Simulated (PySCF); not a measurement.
SbH2Br, SMILES [SbH2][Br]. Atoms are numbered in the order given.

```xyz
4

Sb     0.9965     0.0478     0.0000
H      1.1471    -1.1495     1.2138
H      1.1471    -1.1495    -1.2138
Br    -1.5176    -0.0039     0.0000
```
Charge 0, spin multiplicity 1.

The structure is a stationary point at PBE0-D3(BJ)/def2-TZVP. The def2 effective core potentials stand for the cores of Sb; spin–orbit coupling is left out.

The numbers are results of IEF-PCM-PBE0/def2-SVP in PySCF 2.14.0, not measurements.

The values are the electrostatic part of the solvation free energy, E(continuum) − E(gas) at the gas-phase geometry, in a cavity of scaled van der Waals radii (PySCF's table); cavitation and dispersion terms are not included. A continuum can't describe solvent molecules that bind to the metal. In vacuum the orbital gap is 5.65 eV. The dipole moment in vacuum is 2.40 D.

Computed values in water (ε = 78.36), acetonitrile (ε = 35.69), tetrahydrofuran (ε = 7.43):
| solvent | ε | ΔG(elec) (kcal/mol) | dipole (D) | gap (eV) |
|---|---|---|---|---|
| water | 78.36 | -2.8 | 3.38 | 5.81 |
| acetonitrile | 35.69 | -2.7 | 3.36 | 5.80 |
| tetrahydrofuran | 7.43 | -2.2 | 3.19 | 5.78 |
